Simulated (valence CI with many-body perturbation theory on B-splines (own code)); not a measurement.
**Energy levels of Ir54+**

Calculated by valence CI with perturbative core correlation (CI+MBPT): five valence electrons over a frozen Dirac-Fock core [Ar], a basis of 7 s, 7 p, 8 d, 6 f, 4 g, 1 h functions for each j, with the one-electron correlation potential Σ1, the two-electron term Σ2, the three-electron term Σ3, Breit, model QED; selected CI, second order for the rest (own B-spline code, finite nucleus).

No measured spectrum was set against this ion. As an estimate, large intervals hold to a few tenths of a per cent, small ones and those within an open d or f shell to about a per cent. Among the levels kept, up to 250 cm⁻¹ of a level comes from second order outside the variational space, and about a tenth of that is noise between levels of different J, which matters for small intervals. The list stops below the first excitations out of the core. Only levels of the ground parity were solved; by the run's estimate the other parity begins above the list, which can be wrong where configurations are misplaced.

Levels 1 to 30 of 30, with energies above the lowest level, (3d3/2^4 3d5/2) J=5/2. "Leading %" is the weight of the configuration and term that name the level; weights of strongly mixed levels are sums over their largest components and can fall short. In the jj column 3d3/2^4 stands for four electrons in 3d with j = 3/2. Lifetimes count E1, E2, E3, M1 and M2 decay at the calculated energies, and are blank where another channel may lead or the interval is too uncertain; long ones can be off by a factor of two.

```
No.  Configuration  Term     J  E (eV)  Leading %  Lifetime      g               Leading jj
  1            3d⁵    ²D   5/2    0.00         26            1.264     3d3/2^4 3d5/2 (98 %)
  2            3d⁵    ⁶S   5/2   72.61         34    156 ns  1.327   3d3/2^3 3d5/2^2 (96 %)
  3            3d⁵    ⁴G   7/2   84.66         32    341 ns  1.158  3d3/2^3 3d5/2^2 (100 %)
  4            3d⁵    ²H  11/2   85.84         45            1.095   3d3/2^3 3d5/2^2 (99 %)
  5            3d⁵    ⁴D   3/2   86.78         38    149 ns  1.140   3d3/2^3 3d5/2^2 (99 %)
  6            3d⁵    ²G   9/2   91.94         33    316 μs  1.128   3d3/2^3 3d5/2^2 (98 %)
  7            3d⁵    ²D   5/2   96.08         36   8.61 μs  1.126   3d3/2^3 3d5/2^2 (97 %)
  8            3d⁵    ⁴P   1/2  100.37         39   35.5 μs  1.771   3d3/2^3 3d5/2^2 (94 %)
  9            3d⁵    ²F   7/2  100.66         39   4.71 μs  1.067   3d3/2^3 3d5/2^2 (99 %)
 10            3d⁵    ²D   3/2  119.34         64   1.95 μs  0.799   3d3/2^3 3d5/2^2 (94 %)
 11            3d⁵    ⁶S   5/2  156.09         36   76.6 ns  1.313   3d3/2^2 3d5/2^3 (95 %)
 12            3d⁵    ⁴D   7/2  165.35         52    137 ns  1.207  3d3/2^2 3d5/2^3 (100 %)
 13            3d⁵    ⁴G  11/2  165.57         50    203 ns  1.087   3d3/2^2 3d5/2^3 (99 %)
 14            3d⁵    ⁴G   9/2  167.76         64    204 ns  1.139   3d3/2^2 3d5/2^3 (98 %)
 15            3d⁵    ²I  13/2  170.74        100   1.06 μs  1.064  3d3/2^2 3d5/2^3 (100 %)
 16            3d⁵    ⁴D   1/2  173.26         79    109 ns  0.435   3d3/2^2 3d5/2^3 (99 %)
 17            3d⁵    ⁴P   3/2  174.47         54   80.3 ns  1.159   3d3/2^2 3d5/2^3 (98 %)
 18            3d⁵    ²F   5/2  175.50         42    145 ns  1.020   3d3/2^2 3d5/2^3 (98 %)
 19            3d⁵    ²H   9/2  180.98         53    125 ns  1.095  3d3/2^2 3d5/2^3 (100 %)
 20            3d⁵    ²G   7/2  183.53         61    405 ns  0.978  3d3/2^2 3d5/2^3 (100 %)
 21            3d⁵    ⁴F   5/2  186.03         65    116 ns  1.046   3d3/2^2 3d5/2^3 (99 %)
 22            3d⁵    ²D   3/2  186.22         84    304 ns  0.854   3d3/2^2 3d5/2^3 (94 %)
 23            3d⁵    ²G   7/2  192.83         48    231 ns  1.026   3d3/2^2 3d5/2^3 (98 %)
 24            3d⁵    ⁴P   1/2  192.97         46    157 ns  1.749   3d3/2^2 3d5/2^3 (90 %)
 25            3d⁵    ²G   9/2  202.15         80    409 ns  1.102   3d3/2^2 3d5/2^3 (98 %)
 26            3d⁵    ²P   3/2  218.46         74    399 ns  1.176   3d3/2^2 3d5/2^3 (98 %)
 27            3d⁵    ²D   5/2  222.66         80    238 ns  1.174   3d3/2^2 3d5/2^3 (96 %)
 28            3d⁵    ⁴P   5/2  250.21         34   51.5 ns  1.238     3d3/2 3d5/2^4 (97 %)
 29            3d⁵    ²F   7/2  259.78         28   74.5 ns  1.176    3d3/2 3d5/2^4 (100 %)
 30            3d⁵    ²H  11/2  261.17         54   96.3 ns  1.067    3d3/2 3d5/2^4 (100 %)
```

The ionisation energy to 3d⁴ ³P0 of the next ion comes out as 5229.5 eV (NIST: 5229 ± 5 eV (theoretical)). All 30 levels together are meant to be complete up to 262.73 eV.
